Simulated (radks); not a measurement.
Results of a calculation; reference values are marked as such.
Task: Species: Kr2+. Configuration: [Ar] 3d10 4s1 4p4 4d1 (not the ground configuration). Code: a radial shooting solver on a logarithmic mesh with Libxc functionals. Model: Dirac Kohn-Sham, PBEsol, spin-unpolarised, spherical densities, point nucleus; open shells fill j = l - 1/2 first. Some entries of the table are withheld. Estimate them.

orbital  occ.  eigenvalue (hartree)  <r^2> (bohr^2)  <r> (bohr)
1s1/2       2             -520.9101        0.002320     0.04150
2s1/2       2             -69.57270         0.03969      0.1833
2p1/2       2                   (1)         0.03041      0.1574
2p3/2       4                   (2)         0.03184      0.1614
3s1/2       2             -10.80670          0.3233      0.5302
3p1/2       2              -8.48482          0.3328      0.5332
3p3/2       4              -8.19343          0.3457      0.5436
3d3/2       4              -4.14094          0.3737      0.5512
3d5/2       6              -4.09283          0.3788      0.5551
4s1/2       1              -1.81291           2.478       1.478
4p1/2       2              -1.26452           3.212       1.676
4p3/2       2              -1.23283           3.324       1.705
4d3/2       1              -0.51031           7.614       2.549
4d5/2       0              -0.50780           7.685       2.561
5s1/2       0              -0.49741           15.14       3.673
5p1/2       0              -0.37152           21.30       4.354
5p3/2       0              -0.36618           21.84       4.410

Result: 
(1) 2p1/2 eigenvalue (hartree): -62.99873
(2) 2p3/2 eigenvalue (hartree): -61.02231
